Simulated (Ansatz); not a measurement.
`[NH]=[Ta]([NH2])([NH2])[Cl]`. Charge 0, multiplicity 1. Ta: def2 effective core potential. The structure was optimised at the PBE0-D4/def2-TZVP level. It is one conformer, not always the lowest.

```xyz
10

N     0.158   -0.107    1.840
Ta   -0.408    0.166    0.195
N    -0.372   -1.607   -0.680
N     0.892    1.419   -0.613
Cl   -2.563    1.069    0.075
H     0.353   -0.210    2.822
H    -0.094   -2.471   -0.243
H    -0.551   -1.759   -1.664
H     1.695    1.811   -0.147
H     0.890    1.689   -1.587
```

(1) What is the dipole moment at B3LYP/def2-TZVPP? (Best estimate.)

(2) And with PBE, r2SCAN, ωB97M-V? (Best estimate.)

(3) Give the Mulliken charges with B3LYP, ωB97M-V, PBE in def2-TZVPP. (Estimate.)

Results:

(1) Computed: 3.00 D, with components (2.37, -0.95, -1.57) D in this frame, pointing from negative to positive charge.

(2) The calculation gave: PBE 3.00 D, r2SCAN 3.06 D, ωB97M-V 2.98 D.

(3) Ansatz gave: 
```tsv
atom	B3LYP	ωB97M-V	PBE
N1	-0.43	-0.39	-0.38
Ta2	0.84	0.82	0.66
N3	-0.42	-0.38	-0.39
N4	-0.42	-0.38	-0.39
Cl5	-0.33	-0.29	-0.30
H6	0.15	0.12	0.16
H7	0.16	0.14	0.17
H8	0.13	0.11	0.15
H9	0.16	0.14	0.17
H10	0.13	0.11	0.15
```

B3LYP here is the variant with VWN-RPA as its local correlation; programs differ in this.
